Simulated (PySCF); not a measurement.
# Excitation energy of Fe(2+) by level of theory

Fe(2+) [Ar] 3d6 (5D) → Fe(2+) [Ar] 3d5 4p1 (7P), as a difference of total energies. All numbers are calculated (PySCF 2.14, scalar relativity by spin-free X2C-1e, in x2c-TZVPPall with one added diffuse shell each of s, p, d, f type (7s6p5d3f1g, 80 functions)). Correlated levels: valence: [Ar] frozen. The calculations carry no spin-orbit coupling.

| method | excitation energy (eV) |
| --- | --- |
| UHF | 8.473 |
| MP2 (valence) | 9.729 |
| SCS-MP2 (valence) | 10.111 |
| CCSD (valence) | 9.660 |
| CCSD(T) (valence) | 9.694 |

How much does correlation contribute at CCSD(T) (valence)?

9.694 − (8.473) = 1.221 eV, measured against UHF.
